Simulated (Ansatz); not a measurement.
```yaml
crystal:
  periodic: [false, false, false]
  atoms:
    - {symbol: F, position_ang: [-0.333760, -1.609828, 3.377741]}
    - {symbol: In, position_ang: [-0.134320, -0.687669, 1.437847]}
    - {symbol: C, position_ang: [0.248247, 1.025788, -0.151446]}
    - {symbol: C, position_ang: [-0.113980, -0.540307, -0.926321]}
    - {symbol: H, position_ang: [1.375799, 1.447305, -0.336595]}
    - {symbol: H, position_ang: [-0.576651, 1.902507, -0.336121]}
    - {symbol: H, position_ang: [0.796282, -1.022844, -1.575802]}
    - {symbol: H, position_ang: [-1.158463, -0.578901, -1.551574]}
basis:
  gaussian: {orbitals: def2-TZVPP}
total_charge: 1
magnetization: {spin_polarized: true, initial_magnetization: 1}
hamiltonian: {xc: {name: HF}}
correlation: {method: mp2, frozen_orbitals: {F: 9}}
scf: {lower_state_search: light}
output: {forces: true}
```

```sh
$ ansatz run in.yaml --threads 2 --pin off --events-out ev --progress --plain --max-ram 4352MiB
```

Output, abridged:

```
Functional definition: HF
Error: "frozen_orbitals" has no count for In
```

In this input frozen orbitals are typed for one element alone, and the program wants a count for each. The program refused the input.
